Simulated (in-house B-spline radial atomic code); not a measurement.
Successive ionisation energies of cobalt; each step leads to the configuration of the next row (after the last: [Ne] 3s2 3p4). NIST's values go from ground level to ground level; the uncertainty of those that are theory runs from under 0.1 % in few-electron ions to several per cent in heavy many-electron ones. Computed with a B-spline radial code for spherical atoms: non-relativistic Hartree-Fock, average of the configuration, point nuclei.

Some pairs differ by more than the removed electron.

```csv
ion,configuration,ionisation energy (eV),tabulated value (eV),tabulated kind,computed minus tabulated (eV),highest orbital,largest mean radius (bohr)
Co,[Ar] 3d7 4s2,6.2,7.88101,measured,-1.7,4s,3.1441
Co+,[Ar] 3d8,?,?,measured,?,?,?
Co2+,[Ar] 3d7,33.4,33.5,semi-empirical,-0.1,3d,0.99706
Co3+,[Ar] 3d6,?,?,semi-empirical,?,?,?
Co4+,[Ar] 3d5,75.8,79.5,semi-empirical,-3.7,3d,0.86909
Co5+,[Ar] 3d4,100.3,102,semi-empirical,-1.7,3d,0.82285
Co6+,[Ar] 3d3,126.8,128.9,semi-empirical,-2.1,3d,0.78357
Co7+,[Ar] 3d2,?,?,semi-empirical,?,?,?
Co8+,[Ar] 3d1,185.4,186.14,measured,-0.7,3d,0.73453
Co9+,[Ne] 3s2 3p6,274.1,275.4,semi-empirical,-1.3,3p,0.71936
Co10+,[Ne] 3s2 3p5,305.3,305.32,semi-empirical,0.0,3p,0.70503
```

Q: Fill in the row of Co+.

A: ionisation energy (eV): 16.0; tabulated value (eV): 17.0844; computed minus tabulated (eV): -1.1; highest orbital: 3d; largest mean radius (bohr): 1.096.

Q: Fill in the row of Co3+.

A: ionisation energy (eV): 53.4; tabulated value (eV): 51.27; computed minus tabulated (eV): 2.2; highest orbital: 3d; largest mean radius (bohr): 0.92532.

Q: Fill in the row of Co7+.

A: ionisation energy (eV): 155.2; tabulated value (eV): 157.8; computed minus tabulated (eV): -2.6; highest orbital: 3d; largest mean radius (bohr): 0.74996.

Q: Where is the largest jump?

A: From Co to Co+, by a factor of 2.59 (6.198 to 16.029 eV); the highest orbital goes from 4s to 3d.

Q: How far is this level of theory from the measured and semi-empirical values?

A: Over those 11 rows the differences run from -3.67 to +2.17 eV (mean absolute value 1.6 eV). The calculation leaves out relativity, correlation and, in open shells, the multiplet splittings that an average leaves out.
